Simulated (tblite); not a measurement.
C₆H₇FN (doublet state).
SMILES with atom numbers: `[H]/[N:1]=[CH:2]\[C@@H:3]1[C:4]([F:5])[C:6]12[CH2:7][CH2:8]2` (hydrogens: H9 on N1; H10 on C2; H11 on C3; H12, H13 on C7; H14, H15 on C8)

Geometry (GFN2-xTB, Å), atoms numbered from 1 in this order:
```xyz
15
C6H7FN angstrom
N      2.844    0.913    0.314
C      1.782    0.724   -0.328
C      0.910   -0.464   -0.298
C      0.173   -0.877   -1.534
F      0.069   -2.150   -1.957
C     -0.598   -0.259   -0.507
C     -1.842   -0.463    0.288
C     -1.513    0.889   -0.287
H      3.129    0.145    0.922
H      1.456    1.527   -0.983
H      1.235   -1.246    0.388
H     -1.733   -0.606    1.354
H     -2.640   -1.040   -0.155
H     -2.086    1.244   -1.131
H     -1.191    1.669    0.387
```

Computed with GFN2-xTB (tblite): harmonic, unscaled wavenumbers at the GFN2-xTB geometry, gas phase. Against measured fundamentals such values can be off by several per cent, at times by over 20. One conformer, not necessarily the lowest. Open shells enter through the occupations alone, without spin polarisation, and single modes of such species can be off by tens of per cent.

Harmonic wavenumbers (cm⁻¹): 77.0, 153.4, 161.0, 191.2, 227.2, 326.9, 408.9, 452.7, 498.8, 660.4, 761.1, 791.0, 834.5, 898.8, 944.7, 996.9, 1015.1, 1051.0, 1052.4, 1062.9, 1075.2, 1083.1, 1128.6, 1134.2, 1158.1, 1234.9, 1291.1, 1331.8, 1418.4, 1444.3, 1601.0, 1719.0, 2973.4, 3014.5, 3075.1, 3082.6, 3087.2, 3102.2, 3310.7.

A = 2708, B = 1653, C = 1143 MHz; mass 112.056 u (most abundant isotopes); point group C1, symmetry number 1; spin multiplicity 2.

Q: What is the zero-point energy?

A: ½Σν̃ = 24916 cm⁻¹ = 298.06 kJ/mol.

Q: Entropy at 500 K, 1 bar (ideal gas, RRHO, classical rotation)?

A: Translation 178.46, rotation 125.82, vibration 144.68, spin (R ln 2) 5.76: S = 454.7 J/(mol K).

Q: And Cp and H(500 K) − H(0)?

A: Cp = 192.69 J/(mol K), of which vibrations give 159.44 (their classical limit is 39 R = 324.3); H(500 K) − H(0) = 56.08 kJ/mol without the zero-point energy, 39.45 from vibrations.

Q: How do the functions run with temperature in this model?

A: 
```tsv
T (K)	S (J/(mol K))	Cp (J/(mol K))	H − H(0) (kJ/mol)	G − H(0) (kJ/mol)	ln q(vib)
100	274.9	63.5	4.54	-22.94	0.74
200	328.4	94.4	12.45	-53.24	2.39
300	373.1	128.9	23.58	-88.35	4.17
800	559.3	250.8	123.51	-323.92	13.53
1000	618.0	274.8	176.20	-441.77	17.07
```

q(vib) and H(0) count from the zero-point level.

Q: Blend soft modes into free rotors: weight 1/[1 + (100 cm⁻¹/ν̃)⁴] for the oscillator and the rest for a rotor with moment μB/(μ + B), μ = h/(8π²ν), B = 10⁻⁴⁴ kg m². What vibrational entropy results?

A: 139.52 J/(mol K) in place of 144.68, which changes −T·S at 500 K by +2.58 kJ/mol.

Q: Which modes carry the vibrational entropy at 500 K?

A: 77.0 cm⁻¹: 20.86; 153.4 cm⁻¹: 15.18; 161.0 cm⁻¹: 14.79; 191.2 cm⁻¹: 13.39; 227.2 cm⁻¹: 11.99; 326.9 cm⁻¹: 9.12 J/(mol K); the other 33 give 59.34 together.

Hindered rotation and anharmonicity are outside this model. Other conformers, if any are populated, would add a mixing term that is left out. The structure is chiral; the term R ln 2 for an equal mix with its mirror image is left out.

Time: 0.4 s wall. Hardware: Arm Neoverse V1, one thread, shared host. This covers the Hessian and the dipole derivatives.
